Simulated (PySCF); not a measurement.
Zn(Me)(OH) anion (CH4OZn), SMILES [OH][Zn][CH3] (connectivity only; charge and spin as stated), charge -1, multiplicity 2.

Geometry: PBE0-D3(BJ)/def2-SVPD. The spin state was assumed, not searched. The isomer is the one that the SMILES or the coordinates give; other isomers of the formula were not compared. Other conformers were not sampled.

Level of theory: M06-2X/def2-TZVPD in PySCF.

The molecule is in vacuum. A positive occupied level means that this level leaves the electron formally unbound; only the finite basis holds it.

Computed frontier levels, dipole moment and polarisability:
```yaml
"α spin, highest occupied and lowest empty level": 0.36 and 3.46 eV
"β spin, highest occupied and lowest empty level": -3.60 and 1.45 eV
dipole_moment_about_the_centre_of_nuclear_charge: 1.53 D
mean_static_polarisability: 144.5 bohr³ (21.42 Å³)
polarisability_principal_values: 126.6, 127.4, 179.7 bohr³
"⟨S²⟩": 0.753 (pure state 0.75)
```
